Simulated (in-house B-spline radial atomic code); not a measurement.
# Functionals against ionisation energies along an isoelectronic series: Cu⁺ to Se⁶⁺

Ionisation energies as differences of self-consistent total energies from an all-electron radial atomic-structure program (B-spline basis): all electrons, radial basis limit, scalar-relativistic (one-electron X2C), spin-polarised at highest spin, spherical densities; exact exchange is averaged over the determinants of each configuration. No spin-orbit coupling, Breit or QED terms. NIST's values run from ground level to ground level, so in open shells the differences also hold multiplet and fine-structure energies that spherical high-spin averages miss. Columns give computed minus NIST, in eV; a star marks a semi-empirical value. Species are left out where the tabulated value is theory, is uncertain by more than 0.12 eV, or (13 ions, such as In⁴⁺, Te⁴⁺ and Bi⁴⁺) lies off its series for all methods alike, which flatters the means a little.

```
species  shell      NIST (eV)    PBE   PBE0  TPSSh  BHandHLYP   AM05   OLYP
    Cu⁺     3d          20.29  +0.78  +0.05  +0.30      -0.59  +0.77  +0.71
   Zn²⁺     3d          39.72      ?      ?      ?          ?      ?      ?
   Ga³⁺     3d  63.24 ± 0.009  +0.31  -0.04  +0.05      -0.40  +0.31  +0.59
   Ge⁴⁺     3d   90.50 ± 0.02  +0.12  -0.10  -0.07      -0.39  +0.13  +0.55
   As⁵⁺     3d  121.19 ± 0.06  +0.05  -0.08  -0.09      -0.30  +0.05  +0.62
   Se⁶⁺     3d  155.33 ± 0.01  -0.07  -0.12  -0.17      -0.29  -0.07  +0.65
```

What are the differences for Zn²⁺ ([Ar] 3d10)?

PBE +0.52; PBE0 +0.01; TPSSh +0.16; BHandHLYP -0.47; AM05 +0.51; OLYP +0.63 eV.

How do the methods rank, and which species is hardest?

Mean absolute (signed) differences: PBE0 0.07 (-0.05) eV; TPSSh 0.14 (+0.03) eV; AM05 0.31 (+0.28) eV; PBE 0.31 (+0.28) eV; BHandHLYP 0.41 (-0.41) eV; OLYP 0.63 (+0.63) eV. For Se⁶⁺, which loses a 3d electron, the nearest method is off by -0.07 eV, the largest such miss.
